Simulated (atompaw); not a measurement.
# Logarithmic derivatives: gadolinium, PAW (atompaw)

atompaw 4.2.0.5 input, output lines left out:

```
Gd 64
GGA-PBESOL scalarrelativistic loggrid 2001 logderivrange -6 5 276
6 6 5 4 0 0
6 0 1
6 1 0
5 2 1
4 3 7
0 0 0
c
c
c
c
v
v
c
c
c
v
v
c
c
v
c
2
2.25 2.10 1.95 1.90
n
n
y
3.05
n
custom polynom vanderbiltortho besselshape
bessel
1.70
1.85
1.85
2.15
2.25
2.25
```

The phase is arctan(r·u′/u) with u = r·R(r), unwrapped; energies in Ry, scanned from -6 to 5 Ry. A pole is an energy at which the radial function vanishes at the test radius. The pseudo phase is shifted by a multiple of π to meet the all-electron one at the reference energy, and phase errors are pseudo minus all-electron; the curves can meet again beyond the range given. Levels narrower than the energy grid can be missing from the lists of poles.

```tsv
channel	radius (bohr)	reference energy (Ry)	poles, all-electron	poles, pseudo	unbroken range about the reference energy with phases within 0.05 rad	phase error 1 Ry above the reference energy (rad)
s	2.26	-0.68	-3.74	-3.74	the whole range	-0.000
p	2.26	-0.42	-1.69	-1.69	the whole range	-0.000
d	2.26	-0.62	1.40	1.40	the whole range	+0.000
```

Phases in the d channel:

```csv
E (Ry),all-electron,pseudo
-6.00,1.370,1.370
-5.52,1.359,1.359
-5.04,1.346,1.346
-4.56,1.331,1.331
-4.08,1.311,1.311
-3.60,1.286,1.286
-3.12,1.252,1.252
-2.64,1.203,1.203
-2.16,1.126,1.126
-1.68,0.984,0.984
-1.20,0.659,0.658
-0.72,-0.186,-0.186
-0.24,-1.005,-1.005
0.24,-1.320,-1.320
0.72,-1.462,-1.462
1.20,-1.545,-1.545
1.68,-1.603,-1.603
2.16,-1.650,-1.650
2.64,-1.694,-1.694
3.12,-1.739,-1.739
3.60,-1.792,-1.792
4.08,-1.862,-1.862
4.56,-1.966,-1.966
```
